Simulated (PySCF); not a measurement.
Working out the ionisation energy of Se

Se [Ar] 3d10 4s2 4p4 (3P) → Se+ [Ar] 3d10 4s2 4p3 (4S). Calculation: PySCF 2.14, in aug-cc-pVDZ-DK; the spin-free X2C one-electron Hamiltonian (Gaussian nucleus). Frozen: [Ar] 3d10. Energies in hartree (1 hartree = 27.21139 eV):

| part | Se (lower) | Se+ (upper) |
| --- | --- | --- |
| UHF | -2427.961290 | -2427.647810 |
| CCSD correlation | -0.091754 | -0.072142 |
| (T) | -0.001513 | -0.000822 |

Problem. What does Hartree-Fock give?

Solution. (-2427.647810) − (-2427.961290) = 0.313480 hartree = 8.530 eV.

Problem. What do CCSD and CCSD(T) give?

Solution. The CCSD correlation energies differ by 0.019612 hartree = 0.534 eV and the triples by 0.000691 hartree = 0.019 eV, so CCSD gives 9.064 eV and CCSD(T) 9.083 eV.

Measured between the centres of the two terms (NIST): 9.635 eV, so CCSD(T) (valence) is off by -0.552 eV.

A double-zeta basis recovers only part of the correlation energy.

What remains against the reference includes basis incompleteness, the frozen core and higher excitations.
